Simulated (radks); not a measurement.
V IV, 20 electrons, occupied as [Ar] 3d2 (the NIST ground configuration). All-electron calculation, non-relativistic Kohn-Sham, SCAN, spin-polarised, spherical densities, point nucleus; open shells are filled with parallel spins first; meta-GGA in the generalised Kohn-Sham scheme. Program: a radial shooting solver on a logarithmic mesh with Libxc functionals.

Radial electron density D(r) = 4 pi r^2 rho(r):

```
   r/bohr * D(r) (the largest magnitude, 29.7, reaches the edge; | marks zero)
 0.008171 |        *
 0.009213 |          *
  0.01039 |            *
  0.01171 |              *
  0.01321 |                 *
  0.01501 |                     *
  0.01692 |                        *
  0.01908 |                            *
  0.02151 |                                *
  0.02426 |                                    *
  0.02735 |                                        *
  0.03083 |                                           *
  0.03477 |                                              *
   0.0392 |                                                *
   0.0442 |                                                  *
  0.04983 |                                                 *
  0.05618 |                                                *
  0.06335 |                                              *
  0.07142 |                                           *
  0.08053 |                                         *
   0.0908 |                                      *
   0.1024 |                                     *
   0.1154 |                                      *
   0.1301 |                                        *
   0.1467 |                                            *
   0.1654 |                                                *
   0.1865 |                                                    *
   0.2103 |                                                      *
   0.2371 |                                                     *
   0.2674 |                                                 *
   0.3015 |                                          *
   0.3399 |                                  *
   0.3832 |                          *
   0.4321 |                    *
   0.4872 |                *
   0.5493 |                *
   0.6193 |                 *
   0.7039 |                   *
   0.7936 |                    *
   0.8948 |                    *
    1.009 |                  *
    1.138 |              *
    1.283 |          *
    1.446 |      *
     1.63 |    *
    1.838 |  *
    2.073 |*
    2.337 |*
    2.635 *
    2.971 *
     3.35 *
    3.777 *
    4.258 *
```

D(r) has 3 maxima, at r = 0.0467, 0.215, 0.819 bohr, and minima at 0.104, 0.532 bohr, inside which lie 2.13, 10.46 electrons.
